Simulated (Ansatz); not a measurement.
C6H13O, doublet, at a GFN2-xTB geometry; CASSCF(5,4)/STO-3G (Ansatz, an electronic-structure program).

Ansatz was given this input:
Ansatz 0.2 input:
```yaml
crystal:
  periodic: [false, false, false]
  atoms:
    - {symbol: C, position_ang: [2.20401535, 0.83109790, -0.26235455]}
    - {symbol: C, position_ang: [1.23825757, -0.18236219, 0.23510120]}
    - {symbol: O, position_ang: [1.63554519, -1.05508844, 1.23320654]}
    - {symbol: C, position_ang: [0.03757296, -0.59194315, -0.53479095]}
    - {symbol: C, position_ang: [-1.13736754, 0.40347142, -0.40599338]}
    - {symbol: C, position_ang: [-2.28817551, -0.02112969, -1.31264256]}
    - {symbol: C, position_ang: [-1.59812981, 0.49207267, 1.04466669]}
    - {symbol: H, position_ang: [1.69146996, 1.54788045, -0.89831635]}
    - {symbol: H, position_ang: [3.01382174, 0.37957538, -0.85417436]}
    - {symbol: H, position_ang: [2.67089301, 1.37406972, 0.56352432]}
    - {symbol: H, position_ang: [2.45538172, -0.73659403, 1.62489160]}
    - {symbol: H, position_ang: [-0.28620590, -1.56640635, -0.16617706]}
    - {symbol: H, position_ang: [0.28312694, -0.68619979, -1.60031927]}
    - {symbol: H, position_ang: [-0.78639034, 1.39167403, -0.72338441]}
    - {symbol: H, position_ang: [-3.11620226, 0.67984856, -1.23155368]}
    - {symbol: H, position_ang: [-2.64677950, -1.00892299, -1.03092502]}
    - {symbol: H, position_ang: [-1.96919047, -0.05536519, -2.35229596]}
    - {symbol: H, position_ang: [-0.76604546, 0.77229680, 1.68598157]}
    - {symbol: H, position_ang: [-2.38772000, 1.23242131, 1.15390046]}
    - {symbol: H, position_ang: [-1.97755886, -0.47081220, 1.37927718]}
basis:
  gaussian:
    orbitals: STO-3G
hamiltonian:
  xc: hf
correlation: {active_space: {window: {electrons: 5, orbitals: 4}}}
magnetization: {spin_polarized: false, initial_magnetization: 1}
```

### Question
Write the output that Ansatz gives for this input, abridged.

### Answer

```
Functional definition: HF
687 factors; integrals over basis functions are off by at most 4.0e-5 eV
mean field evaluation 1: about -8319.3254 eV, gradient 2.2e1 eV
mean field evaluation 2: about -8319.8140 eV, gradient 2.2e1 eV
mean field evaluation 4: about -8321.8029 eV, gradient 2.5e0 eV
mean field evaluation 8: about -8321.8290 eV, gradient 3.4e-2 eV
mean field -8321.82898471 eV, -305.8215744499 hartree, gradient 2.6e-6 eV, S^2 0.750000; 0 other end points of the search recorded, 0 dependent functions left out
reference -8321.82898471 eV, -305.8215744499 hartree; 29, 28 occupied and 19, 20 virtual orbitals, 687 factors
state -8322.62127590 eV, -305.8506906140 hartree
Total energy: -8322.62127590 eV, -305.8506906140 hartree
```
